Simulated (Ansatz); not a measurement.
Consider the hydrogenolysis of a Ge–O bond: `O[CH2][GeH2][OH]` + H₂ → `O[CH2][GeH3]` + H₂O.

Isolated molecules relaxed with PBE0-D4/def2-TZVP in Ansatz; ΔE leaves out vibrations. CCSD(T)/CBS adds triple-zeta CCSD(T) − MP2 to the extrapolated MP2 energy (def2 sets, frozen cores). This one scheme is used for every species. Functionals use def2-TZVPP. For Ge outer-core shells are correlated without core-valence functions, which leaves a few kJ/mol of doubt a bond. Scalar relativity is left out up to krypton. One conformer a species, not always the lowest.

`O[CH2][GeH2][OH]`:

```xyz
10

O     1.012   -0.556   -1.626
C    -0.152   -0.495   -0.823
Ge    0.345    0.387    0.861
O    -1.114    0.456    1.895
H     0.805   -1.019   -2.442
H    -0.548   -1.491   -0.586
H    -0.957    0.079   -1.301
H     0.855    1.818    0.599
H     1.364   -0.447    1.648
H    -1.610    1.268    1.775
```

H₂:

Z-matrix (Å, degrees):
```
H
H 1 0.746
```

`O[CH2][GeH3]`:

Cartesian coordinates in Å:
```
O 0.625 1.436 -0.602
C 0.751 0.208 0.089
Ge -1.009 -0.673 0.091
H 1.479 1.875 -0.609
H 1.069 0.353 1.130
H 1.476 -0.462 -0.390
H -2.040 0.212 0.808
H -0.885 -2.015 0.836
H -1.467 -0.934 -1.352
```

H₂O:

```xyz
3

O    -0.369    0.123   -0.023
H    -0.061   -0.768    0.155
H     0.429    0.645   -0.132
```

| species | PBE0 energy (Eh) |
| --- | --- |
| `O[CH2][GeH2][OH]` | -2268.78135 |
| H₂ | -1.16849 |
| `O[CH2][GeH3]` | -2193.57009 |
| H₂O | -76.38081 |

Question: Work out ΔE.

Answer: ΔE = (-2193.57009) + (-76.38081) − (-2268.78135) − (-1.16849) = -0.00106 Eh = -2.8 kJ/mol. CCSD(T)/CBS gives +3.3 kJ/mol.

Largest T1 diagnostic among the species: 0.011.

The D4 term adds +4.1 kJ/mol with B3LYP and +2.2 kJ/mol with PBE0; it sums over pairs of atoms, weighted by their polarisabilities, and B3LYP, whose exchange is more repulsive, gets the larger term. From PBE to PBE0 (25 % exact exchange), in def2-TZVPP and without D4, ΔE moves by −3.2 kJ/mol.

B3LYP here is the variant with VWN-RPA as its local correlation; programs differ in this.
